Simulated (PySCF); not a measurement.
Compound: CH8GeOSi.
Cartesian coordinates in Å at the PBE0-D3(BJ)/def2-SVP level; atoms count from 1:
```xyz
12
CH8GeOSi angstrom
C      1.8698    0.4506   -0.0748
Ge     0.6808   -1.0840   -0.1414
O     -0.9503   -0.5103   -0.5826
Si    -2.1013    0.4608    0.0981
H      1.8649    0.9627   -1.0479
H      2.8987    0.1335    0.1508
H      1.5436    1.1605    0.6989
H      1.0696   -2.0744   -1.2509
H      0.5762   -1.7989    1.2226
H     -3.2575    0.5566   -0.8386
H     -1.5703    1.8396    0.3504
H     -2.5748   -0.0946    1.4062
```

Linear response at CAM-B3LYP/def2-SVPD (PySCF, frozen core in the response, non-relativistic). Relativistic effects, spin–orbit coupling among them, are left out although an element past zinc is present.

Static isotropic polarisability: 73.01 au (10.82 Å³), principal values 66.5, 72.6, 80.0 au.

**Question.** What is the polarisability at 1064 nm and at the sodium D line?

**Answer.** 73.68 au at 1064 nm (+0.9 %), 75.25 au at 589.3 nm (+3.1 %). The rise at 589.3 nm is 3.35 times that at 1064 nm; a pure ω² law gives 3.26. The lowest singlet lies at 176 nm, shorter than both wavelengths.

**Question.** What is the isotropic C6 coefficient between two such molecules, C6 = (3/π)∫α(iω)² dω?

**Answer.** 1966 au (Eh·bohr⁶) by a ten-point quadrature over imaginary frequencies, which is 1170 eV·Å⁶ or 113 J·nm⁶/mol.

**Question.** Which effective excitation energy ω̄ makes London's formula C6 = (3/4)α²ω̄ exact here?

**Answer.** ω̄ = 4·C6/(3α²) = 0.492 Eh = 13.4 eV. A one-pole form α(ω) = α/(1 − ω²/ω̄²) fitted to the 1064 nm value gives 12.3 eV. London's choice of the ionisation energy (10.38 eV, ΔSCF at the same level) gives C6 = 1530 au, 22 % too low.

**Question.** What three-body coefficient follows from the one-pole estimate C9 = (3/4)·α·C6?

**Answer.** 108000 au. This is an estimate from the two numbers above, not a computed integral.

**Question.** How many electrons N does the Slater–Kirkwood formula C6 = (3/4)·√N·α^(3/2) need to give this C6?

**Answer.** N = (4·C6/3)²/α³ = 17.7; the species has 68 electrons in all.

**Question.** What molar refraction at the D line follows from R = (4π/3)·N_A·α′, with α′ the polarisability volume?

**Answer.** α′ = 11.15 Å³ gives R = 28.13 cm³/mol, for isolated, non-vibrating species.

**Question.** What n − 1 at the D line would an ideal gas of it have at 273.15 K and 1 atm (2.6868 × 10¹⁹ cm⁻³), by n − 1 = 2π·N·α′?

**Answer.** 18.82 × 10⁻⁴, a formal value whether or not that pressure can be reached.

**Question.** The lowest 10 singlets have (eV, f): 7.03, 0.002; 7.32, 0.001; 7.77, 0.016; 8.10, 0.050; 8.13, 0.010; 8.31, 0.044; 8.39, 0.120; 8.51, 0.026; 8.54, 0.077; 8.65, 0.031. What share of the static polarisability do they carry in the sum over states α = Σ f/ω²?

**Answer.** 4.01 au, 5.5 % of α; the largest term, 1.26 au, is that of the state at 8.39 eV. Their oscillator strengths add up to 0.38. Higher states carry the rest.

Time: 5.0 min of wall time; peak memory 0.81 GiB. Hardware: one thread, Intel Xeon at 2.50 GHz (x86_64) (shared host). This is the whole response run at CAM-B3LYP/def2-SVPD, SCF included.

One conformer stands for the species.
